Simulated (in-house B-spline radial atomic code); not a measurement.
## Ionising Ru4+ with different functionals

Computed with a radial B-spline atomic code at the basis-set limit: non-relativistic Hamiltonian, point nucleus, spin-polarised at highest spin, spherical fractional occupations for the functionals, the average over the highest-spin determinants for Hartree-Fock. The ionisation energy is the difference of two self-consistent energies, [Kr] 4d4 → [Kr] 4d3, without Breit or QED terms; ε is the level of the shell that loses the electron (its least bound occupied spin orbital). There is no spin-orbit coupling in this Hamiltonian.

Hybrids are left out here: with spherical fractional occupations of an open shell their exact exchange keeps a self-interaction that integer-occupation calculations don't have.

| method | rung | ΔSCF (eV) | -ε(4d) (eV) |
| --- | --- | --- | --- |
| Hartree-Fock | Hartree-Fock | 60.65 | 61.55 |
| LDA VWN5 | LDA | 61.66 | 53.96 |
| LDA PW92 | LDA | 61.65 | 53.95 |
| LDA exchange-only | LDA | ? | ? |
| PBE | GGA | 61.62 | 53.91 |
| PBEsol | GGA | 61.57 | 53.87 |
| BLYP | GGA | 61.34 | 53.61 |
| RPBE | GGA | 61.59 | 53.88 |
| PW91 | GGA | 61.68 | 53.98 |
| BP86 | GGA | ? | ? |
| AM05 | GGA | 61.53 | 53.82 |
| OLYP | GGA | 61.85 | 54.09 |
| TPSS | meta-GGA | 61.57 | 53.88 |
| SCAN | meta-GGA | 61.87 | 54.24 |
| r2SCAN | meta-GGA | 61.93 | 54.30 |
| M06-L | meta-GGA | 61.73 | 54.06 |
| revTPSS | meta-GGA | 61.52 | 53.83 |

(1) What does LDA exchange-only give?

(2) What does BP86 give?

(3) How do they compare with the NIST value?

## Answers

(1) ΔSCF 60.26 eV, and -ε(4d) = 52.61 eV.

(2) ΔSCF 61.62 eV, and -ε(4d) = 53.91 eV.

(3) NIST lists 59 eV ± 1.9 (tabulated theory, ground level to ground level). Errors run from +1.26 to +2.93 eV; all lie within about twice that uncertainty, so the table can't rank the methods. Hartree-Fock also lacks correlation.
